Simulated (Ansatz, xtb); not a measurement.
**Relaxing a trial structure of ClFGeH4Si**

The starting geometry of this gas-phase singlet has its atoms placed at random.

```tsv
atom	x (Å)	y (Å)	z (Å)
Cl	-1.5341	0.1858	1.0281
F	1.3515	1.7665	0.1065
Ge	-0.0321	0.0007	-0.2658
Si	0.9339	-1.8673	-0.9552
H	1.3442	0.2974	-0.1767
H	-0.7049	-0.2967	-1.6252
H	-0.3520	1.7875	-0.7459
H	0.4150	1.4760	0.4310
```

Q: One run relaxed it with r2SCAN-D4/def2-SVP. What is a likely outcome?

A: It loosens into ClGeH3Si + FH, which stay close as a complex. Distances that change by over a tenth: Cl1–Ge3 (1.99 → 2.23 Å), Ge3–H6 (1.55 → 1.92 Å), Ge3–H7 (1.88 → 1.55 Å). Contacts that open: Ge3–H5 (1.41 → 2.50 Å), Ge3–H8 (1.69 → 2.54 Å). Contacts that close: Si4–H5 (2.34 → 1.54 Å), Si4–H6 (2.37 → 1.64 Å).

The energy falls by 7.43 eV over 33 steps:

```tsv
step	E − E(last) (eV)
1	7.432
5	1.510
8	0.637
12	0.243
15	0.200
19	0.167
22	0.129
26	0.040
29	0.001
33	0.000
```

Final geometry (Å):

```json
{"atom": "Cl", "x (Å)": "-1.3406", "y (Å)": "0.6989", "z (Å)": "1.2732"}
{"atom": "F", "x (Å)": "1.0977", "y (Å)": "2.2127", "z (Å)": "0.9381"}
{"atom": "Ge", "x (Å)": "0.0814", "y (Å)": "0.4698", "z (Å)": "-0.4354"}
{"atom": "Si", "x (Å)": "0.9604", "y (Å)": "-1.6187", "z (Å)": "-0.8385"}
{"atom": "H", "x (Å)": "1.2678", "y (Å)": "-0.8920", "z (Å)": "-2.1638"}
{"atom": "H", "x (Å)": "-0.5977", "y (Å)": "-1.1903", "z (Å)": "-1.1323"}
{"atom": "H", "x (Å)": "-0.4165", "y (Å)": "1.6023", "z (Å)": "-1.3667"}
{"atom": "H", "x (Å)": "0.3688", "y (Å)": "2.0674", "z (Å)": "1.5221"}
```

From the same start GFN2-xTB ends elsewhere, in pieces: ClGeH3Si + FH.

From so rough a start the end depends on the optimiser's path, so another program may land elsewhere. The end wasn't checked by frequencies. Run with Ansatz 0.2.0, 83 s on 2 threads of Intel(R) Xeon(R) Platinum 8375C CPU @ 2.90GHz (Ice Lake), on a shared host.
